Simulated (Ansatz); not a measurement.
This geometry of CH₈BNO (12 atoms, charge 0, multiplicity 1) is a first-order saddle point.

Method: RKS PBE-D4/6-31G* (Ansatz).

```xyz
12
Properties=species:S:1:pos:R:3
B 0.402 0.384 0.231
O -0.525 -0.224 1.474
H -1.375 -0.539 1.099
H 1.531 -0.020 0.393
H -0.150 0.130 -0.822
N 0.159 1.845 0.721
H 0.980 2.269 1.163
C -0.527 2.809 -0.144
H -1.435 2.339 -0.556
H -0.830 3.708 0.422
H 0.097 3.131 -1.000
H -0.575 0.916 1.574
```

(1) Which two structures does it join? (They come from a converged band through this point; their orientation in space is the band's.)

(2) How far does it lie above each of them?

## Answers

(1) Bonds broken: B1–O2, N6–H12. Bonds formed: O2–H12. CH8BNO becomes CH6BN + H2O.

Initial state:

```xyz
12
Properties=species:S:1:pos:R:3
B 0.258 0.190 0.353
O -0.977 -0.215 0.988
H -1.657 -0.338 0.303
H 1.260 -0.256 0.903
H 0.289 0.159 -0.877
N 0.410 1.849 0.692
H 1.329 2.177 0.365
C -0.684 2.679 0.135
H -1.627 2.234 0.485
H -0.619 3.733 0.451
H -0.641 2.610 -0.962
H 0.413 1.926 1.718
```

Final state:

```xyz
12
Properties=species:S:1:pos:R:3
B 0.652 0.519 -0.131
O -1.027 -0.155 2.154
H -1.644 -0.386 1.431
H 1.606 -0.101 0.257
H -0.197 0.046 -0.848
N 0.532 1.871 0.231
H 1.264 2.298 0.802
C -0.497 2.813 -0.198
H -1.227 2.279 -0.824
H -1.030 3.260 0.662
H -0.066 3.637 -0.796
H -0.612 0.666 1.815
```

(2) 0.96 eV above the first and 0.28 eV above the second. This is the barrier of this one path; another mechanism may lie lower. The orbitals stay closed-shell, which can raise the energy where a bond breaks towards radicals; this wasn't checked here.

Run time: 3.4 min on 1 thread of Arm Neoverse V2 (shared host), peak memory 0.11 GiB.
